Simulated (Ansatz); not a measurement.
```yaml
atoms:
  - { symbol: C, position_ang: [0.0000, -0.0320, -0.7008] }
  - { symbol: O, position_ang: [0.0000, -0.0709, 0.8078] }
  - { symbol: H, position_ang: [0.0000, -1.1542, -1.0918] }
  - { symbol: H, position_ang: [-0.9665, 0.5030, -1.1611] }
  - { symbol: H, position_ang: [0.9665, 0.5030, -1.1611] }
  - { symbol: H, position_ang: [0.0000, 0.9072, 1.1569] }
```

Basis set: def2-TZVP (spherical functions). Correlated methods keep 2 orbitals frozen. Charge 0, multiplicity 1.

Computed with Ansatz (development build ahead of 0.2.0); each method stands on the lowest determinant of its kind that the runs found. Restricted open shells among the atoms or ions are ROHF, correlated in semicanonical orbitals with singles.

(1) Give the atomization energy at this shape (free ground-state atoms in the same class of orbitals less the molecule, no zero-point energy) of singlet CH₄O by RHF-MP2, RHF.

Answers

(1)

```
 method  atomization energy
RHF-MP2       2011.1 kJ/mol
    RHF       1468.7 kJ/mol
```

Caution: no unrestricted run beside it, a lower state can exist; the shape is not the minimum.
